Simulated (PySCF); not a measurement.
Computed shifts of a molecule C4H8OSi, PBE/pcSseg-1 (PySCF), GIAO, gas phase, equivalent atoms averaged, in ppm (number of nuclei): ¹³C: 163.6 (1), 112.7 (1), 64.0 (1), 19.0 (1). ²⁹Si: -29.0 (1). ¹H: 5.80 (2), 5.70 (1), 4.62 (2), 1.84 (3). References: ¹³C against TMS (σ = 182.0 ppm); ¹⁷O against H2O (σ = 334.3 ppm); ²⁹Si against TMS (σ = 335.4 ppm); ¹H against TMS (σ = 31.49 ppm), references at their B3LYP-D3(BJ)/def2-TZVP geometries, non-relativistic. The structure is a stationary point at ωB97X-D3(BJ)/def2-SVP. One conformer was computed; it need not be the lowest.

Pick the molecule that these values belong to.
A) C=COC(=C)[SiH3]
B) C/C=C1/OC[SiH2]1
C) C=C1OC[Si@@H]1C
D) C=C=C[SiH2]OC

B, C/C=C1/OC[SiH2]1
